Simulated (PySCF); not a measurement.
# Worked example: dipole moment from atomic charges

2,2,2-trifluoroethanol (C2H3F3O), SMILES OCC(F)(F)F. Atoms are numbered in the order given.

```xyz
9

O     -1.9796    -0.0210     0.2825
C     -0.8161     0.7336     0.4460
C      0.4186    -0.0119    -0.0343
F      0.2701    -0.3692    -1.3294
F      1.5090     0.7653     0.0542
F      0.6467    -1.1289     0.6640
H     -2.0857    -0.2112    -0.6600
H     -0.6892     0.9417     1.5188
H     -0.8345     1.7033    -0.0890
```

Geometry: B3LYP-D3(BJ)/def2-SVP. Other conformers were not sampled.

Charges (e) from PySCF with PBE/def2-TZVP:

```csv
atom,IAO,Mulliken
O1,-0.525,-0.395
C2,-0.107,-0.075
C3,0.763,0.346
F4,-0.279,-0.153
F5,-0.270,-0.133
F6,-0.261,-0.126
H7,0.361,0.305
H8,0.176,0.123
H9,0.143,0.108
```

The dipole moment of the full density is 1.53 D.

Problem. What dipole moment does each set of point charges give, and which comes closer to that of the density?

Solution. 
μ = Σ q r, and 1 e Å = 4.8032 D.
IAO: Σ q r = (-0.199, 0.448, -0.023) e Å, |μ| = 2.36 D.
Mulliken: Σ q r = (-0.147, 0.281, -0.068) e Å, |μ| = 1.56 D.
Mulliken comes closer in size. Point charges leave out the atoms' own dipoles (lone pairs, polarised bonds); fits to the potential absorb them, partitions of the density don't.
